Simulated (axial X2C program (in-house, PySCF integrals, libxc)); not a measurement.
**Spin–orbit effects along a row: molecules with H (ions), MP2**

All values come from calculations with an in-house all-electron X2C program for linear molecules (integrals from PySCF), spin-free (one-electron X2C) or two-component (2c: spin–orbit coupling with atomic mean-field Coulomb and Gaunt terms, which also bring small scalar terms), in Dyall basis sets with cores contracted in-house; open shells are unrestricted.

Basis sets: As dyall-cv3z, Br dyall-cv3z, Ca dyall-cv3z, Cr dyall-cv3z, Cu dyall-cv3z, Ga dyall-cv3z, Ge dyall-cv3z, H dyall-v3z, K dyall-cv3z, Se dyall-cv3z, Zn dyall-cv3z. Frozen shells (counts by l): KH⁺ K 2s1p, H none, 9 electrons correlated; CaH⁺ Ca 2s1p, H none, 10 electrons correlated; CrH⁺ Cr 3s2p, H none, 6 electrons correlated; CuH⁺ Cu 3s2p, H none, 11 electrons correlated; ZnH⁺ Zn 3s2p, H none, 12 electrons correlated; GaH⁺ Ga 3s2p, H none, 13 electrons correlated; GeH⁺ Ge 3s2p, H none, 14 electrons correlated; AsH⁺ As 3s2p1d, H none, 5 electrons correlated; SeH⁺ Se 3s2p1d, H none, 6 electrons correlated; HBr⁺ Br 3s2p1d, H none, 7 electrons correlated. Where the outer core of a metal is frozen, bonds come out longer and ionisation energies lower. Frozen cores can differ along the series, which adds to the trend.

```
molecule   spin-free state  Re (Å)  ωe (cm⁻¹)  De (eV)  2c state  Re 2c (Å)  ωe 2c (cm⁻¹)  De 2c (eV)
     KH⁺  M_S = 1/2, Λ = 0   3.067      220.4     0.04   Ω = 1/2      3.067         220.4        0.04
    CaH⁺    M_S = 0, Λ = 0   1.887     1549.2     1.93     Ω = 0      1.887        1549.2        1.93
    CrH⁺    M_S = 2, Λ = 0   1.590     1949.2     1.07     Ω = 2      1.590        1949.0        1.06
    CuH⁺                 ?       ?          ?        ?         ?          ?             ?           ?
    ZnH⁺    M_S = 0, Λ = 0   1.484     2073.9     2.28     Ω = 0      1.484        2072.8        2.28
    GaH⁺  M_S = 1/2, Λ = 0   1.625     1327.8     0.19   Ω = 1/2      1.626        1324.3        0.18
    GeH⁺    M_S = 0, Λ = 0   1.558     2089.6     2.90     Ω = 0      1.558        2088.3        2.79
    AsH⁺  M_S = 1/2, Λ = 1   1.520     2265.3     2.85   Ω = 1/2      1.521        2262.9         n/a
    SeH⁺    M_S = 1, Λ = 0   1.478     2396.1     2.89     Ω = 1      1.479        2393.6        2.88
    HBr⁺  M_S = 1/2, Λ = 1   1.443     2507.6     3.81   Ω = 3/2      1.443        2504.5        3.77
```

Task: Estimate the 2c Re and ωe of CuH⁺ as the mean of its neighbours in the table.

Result: Re ≈ 1.537 Å, ωe ≈ 2010.9 cm⁻¹. The MP2 runs give the row below, so the estimate misses by 0.142 Å and -107.3 cm⁻¹.

```tsv
molecule	spin-free state	Re (Å)	ωe (cm⁻¹)	De (eV)	2c state	Re 2c (Å)	ωe 2c (cm⁻¹)	De 2c (eV)
CuH⁺	M_S = 1/2, Λ = 0	1.392	2138.9	n/a	Ω = 1/2	1.395	2118.2	n/a
```

Fragments in 2c: K+ + H, Ca+ + H, Cr+ + H, Cu+ + H, Zn+ + H, Ga+ + H, Ge+ + H, As+ + H, Se+ + H, Br+ + H. Each entry is the lowest single determinant of a limited PBE0 search at one distance. De goes to single-determinant-based atoms at the same level (for ions the charge split of lowest energy) and is withheld (n/a) where an atom does not fit its ground term or J level. Main or longest-lived isotopes. One determinant is a doubtful description, or other states lie close, for CrH⁺, CuH⁺, SeH⁺; these need not be ground states, and all values refer to the states named. Some open-shell Ω = 0 determinants are out of reach, so the Ω given for CrH⁺, SeH⁺ need not be the lowest component. With several unpaired electrons the Ω given is that of one determinant, not necessarily of the lowest component.
